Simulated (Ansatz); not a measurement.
SnF2, 3 atoms. Hardware: 4 threads of Arm Neoverse V1 on a shared host.

In the def2 sets Sn takes a core potential; there is no spin–orbit coupling. Correlated methods freeze 6 core orbitals; core or outer-core shells of Sn are correlated, in sets that lack core-valence functions.

(1) How many basis functions does each of these Ansatz runs have, and roughly what does it cost? B2PLYP/def2-TZVP, charge 0 singlet, energy, from earlier orbitals; ωB97M-V/def2-TZVP, charge 0 triplet, energy, from earlier orbitals; CCSD(T)/def2-TZVPP, charge 0 quintet, energy, from earlier orbitals; CCSD(T)/def2-TZVPD, charge -1 doublet at the geometry of the charge 0 singlet, energy, from earlier orbitals; PBE-D4/def2-TZVP, charge 0 unrestricted singlet, energy, from earlier orbitals; CCSD(T)/def2-TZVPP, charge 0 singlet, energy, from earlier orbitals; revPBE-D4/def2-TZVP, charge 0 triplet, energy, from earlier orbitals; r2SCAN-D4/def2-TZVP, charge 0 quintet, energy, from earlier orbitals; CAM-B3LYP-D4/def2-TZVP, charge 0 triplet, energy, from earlier orbitals; B3LYP-D4/def2-TZVP, charge 0 triplet, energy, from earlier orbitals; RPA@PBE/def2-TZVP, charge 0 singlet, energy, from earlier orbitals; r2SCAN-D4/def2-TZVP, charge 0 singlet, energy, from earlier orbitals.

Answers

(1) Other jobs shared the machine, so times can vary by a factor of up to 3. A dash marks memory too small to be measured apart from the calling script's.

```tsv
run	functions	fitting or Cholesky vectors	wall time	peak host memory (GiB)
PBE-D4/def2-TZVP, charge 0 unrestricted singlet, energy, from earlier orbitals	112	700	1 s	–
revPBE-D4/def2-TZVP, charge 0 triplet, energy, from earlier orbitals	112	700	1 s	–
B3LYP-D4/def2-TZVP, charge 0 triplet, energy, from earlier orbitals	112	744	1.2 s	–
r2SCAN-D4/def2-TZVP, charge 0 singlet, energy, from earlier orbitals	112	700	1.3 s	–
RPA@PBE/def2-TZVP, charge 0 singlet, energy, from earlier orbitals	112	894	1.3 s	–
B2PLYP/def2-TZVP, charge 0 singlet, energy, from earlier orbitals	112	894	1.4 s	–
CAM-B3LYP-D4/def2-TZVP, charge 0 triplet, energy, from earlier orbitals	112	744	1.5 s	–
r2SCAN-D4/def2-TZVP, charge 0 quintet, energy, from earlier orbitals	112	700	2.6 s	–
CCSD(T)/def2-TZVPP, charge 0 singlet, energy, from earlier orbitals	112	894	2.7 s	–
ωB97M-V/def2-TZVP, charge 0 triplet, energy, from earlier orbitals	112	744	4 s	–
CCSD(T)/def2-TZVPD, charge -1 doublet at the geometry of the charge 0 singlet, energy, from earlier orbitals	136	1028	16 s	1.4
CCSD(T)/def2-TZVPP, charge 0 quintet, energy, from earlier orbitals	112	892	18 s	0.85
```
